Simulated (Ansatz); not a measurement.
Compare A (`CO[B]([AlH2])[SiH3]`) with its isomer B (`[CH3][Al]([SiH3])[BH]O`).

Program: Ansatz. Geometries: PBE0-D4/def2-TZVP. ΔE: electronic, gas phase. CBS: MP2 limit from def2 TZ/QZ plus the TZ coupled-cluster correction, frozen cores. DFT in def2-TZVPP. One conformer a species, not always the lowest.

(1) Which is lower in electronic energy at CCSD(T)/CBS, and by how much? (Estimate.)

(2) Give E(B) − E(A) in kJ/mol with CCSD(T)/def2-TZVPP, CCSD/def2-TZVPP, HF/def2-TZVPP, MP2/def2-TZVPP, PBE-D4, r2SCAN-D4, ωB97M-V. (Estimate.)

Largest T1 diagnostic: 0.015.

Results:

(1) The calculation gave: B, by 119.1 kJ/mol.

(2) The calculation gave: CCSD(T)/def2-TZVPP -116.5, CCSD/def2-TZVPP -116.2, HF/def2-TZVPP -102.3, MP2/def2-TZVPP -121.8, PBE-D4 -114.8, r2SCAN-D4 -116.5, ωB97M-V -114.7. None reverses the order clearly.

In def2-TZVPP, CCSD(T) changes the Hartree–Fock value by −14.2 kJ/mol (the triples alone add −0.3 kJ/mol) and MP2 by −19.5 kJ/mol. The D4 term adds +3.5 kJ/mol with B3LYP and +1.7 kJ/mol with PBE0; it sums over pairs of atoms, weighted by their polarisabilities, and B3LYP, whose exchange is more repulsive, gets the larger term.

B3LYP here is the variant with VWN-RPA as its local correlation; programs differ in this.
